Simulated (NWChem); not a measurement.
System meant: H3O cation; SMILES [OH3+]

NWChem input:

```
start job
memory heap 200 mb stack 900 mb global 1100 mb
charge 1
geometry units angstroms noautosym nocenter noautoz
  O      0.000000     0.000000     0.078775
  H      0.669342     0.669342    -0.207386
  H      0.244996    -0.914338    -0.207386
  H     -0.914338     0.244996    -0.207386
end
basis spherical
  * library def2-svp
end
dft
  xc xtpss03 ctpss03
  iterations 150
end
property
  shielding 2 1 2
end
task dft property
```

End of the output:

```
 Vector    8  Occ=0.000000D+00  E=-1.869260D-01
              MO Center=  3.6D-01,  3.6D-01, -2.4D-01, r^2= 2.7D+00
   Bfn.  Coefficient  Atom+Function         Bfn.  Coefficient  Atom+Function
  ----- ------------  ---------------      ----- ------------  ---------------
    16      1.157242  2 H  s                 21     -0.578612  3 H  s
    26     -0.578614  4 H  s                  7     -0.372659  1 O  px
     8     -0.372658  1 O  py                15      0.327477  2 H  s
     4     -0.308673  1 O  px                 5     -0.308672  1 O  py
    20     -0.163741  3 H  s                 25     -0.163742  4 H  s

 center of mass
 --------------
 x =   0.00000000 y =   0.00000000 z =   0.06289413

 moments of inertia (a.u.)
 ------------------
           5.580856442471          -0.000001467200           0.000000000000
          -0.000001467200           5.580856442471           0.000000000000
           0.000000000000           0.000000000000           9.674534362968

     Multipole analysis of the density
     ---------------------------------

     L   x y z        total         alpha         beta         nuclear
     -   - - -        -----         -----         ----         -------
     0   0 0 0      1.000000     -5.000000     -5.000000     11.000000

     1   1 0 0      0.000001      0.000001      0.000001      0.000000
     1   0 1 0      0.000001      0.000001      0.000001      0.000000
     1   0 0 1     -0.617735     -0.316466     -0.316466      0.015197

     2   2 0 0     -1.845860     -3.322785     -3.322785      4.799709
     2   1 1 0      0.000000     -0.000001     -0.000001      0.000001
     2   1 0 1      0.000001      0.000000      0.000000     -0.000000
     2   0 2 0     -1.845860     -3.322785     -3.322785      4.799709
     2   0 1 1      0.000001      0.000000      0.000000     -0.000000
     2   0 0 2     -4.489988     -2.564017     -2.564017      0.638045

          -----------------------------------------
          Chemical Shielding Tensors (GIAO, in ppm)
          -----------------------------------------

 ------------------------------------------------------------------------
  xtpss03: d2 not coded                    0
 ------------------------------------------------------------------------
 ------------------------------------------------------------------------
  current input line :
    20: task dft property
 ------------------------------------------------------------------------
 ------------------------------------------------------------------------
 This error has not yet been assigned to a category
 ------------------------------------------------------------------------
 For more information see the NWChem manual at https://nwchemgit.github.io

0: xtpss03: d2 not coded:Received an Error in Communication
```

Task: Find the fault in this run and fix the input.

Result: The program stopped with an error. Cause: this functional's second derivatives, which shieldings need, aren't coded here; the fix takes a hybrid GGA instead. This input runs:
```
start job
memory heap 200 mb stack 900 mb global 1100 mb
charge 1
geometry units angstroms noautosym nocenter noautoz
  O      0.000000     0.000000     0.078775
  H      0.669342     0.669342    -0.207386
  H      0.244996    -0.914338    -0.207386
  H     -0.914338     0.244996    -0.207386
end
basis spherical
  * library def2-svp
end
dft
  xc pbe0
  iterations 150
end
property
  shielding 2 1 2
end
task dft property
```
It converges to -76.56221 Ha (PBE0/def2-SVP, GIAO).
